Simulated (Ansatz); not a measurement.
C2H3ClGeO, SMILES `O=[C]1[GeH2][CH]1Cl`. Total charge 0; spin multiplicity 1.

Cartesian coordinates in Å:
```
O 0.3952 -1.8135 -1.3258
C 0.3964 -0.9529 -0.5145
Ge -0.7995 -0.1760 0.9064
C 0.6285 0.4729 -0.4056
Cl 0.7408 1.5259 -1.7966
H -2.2697 -0.0708 0.4901
H -0.5052 0.3385 2.3197
H 1.4136 0.6760 0.3264
```

**Question.** What are the harmonic wavenumbers in cm⁻¹ at PBE0-D4/def2-TZVP (Ansatz, finite differences of forces, unscaled)? (Estimate.)

**Answer.** Computed: 140, 183, 243, 329, 400, 444, 505, 638, 702, 761, 829, 907, 1002, 1249, 1904, 2146, 2182, 3114.

**Question.** Is this a minimum?

**Answer.** Yes, all 18 modes are real.

**Question.** Give the ideal-gas thermochemistry at 298.15 K and 1 bar (rigid rotor, harmonic oscillator; point group C1, symmetry number 1).

**Answer.** Zero-point energy 105.7 kJ/mol; H(298) − E = 124.7 kJ/mol; entropy 339.3 J/(mol·K), of which translation 171.4, rotation 117.9, vibration 50.0; G(298) − E = 23.5 kJ/mol.
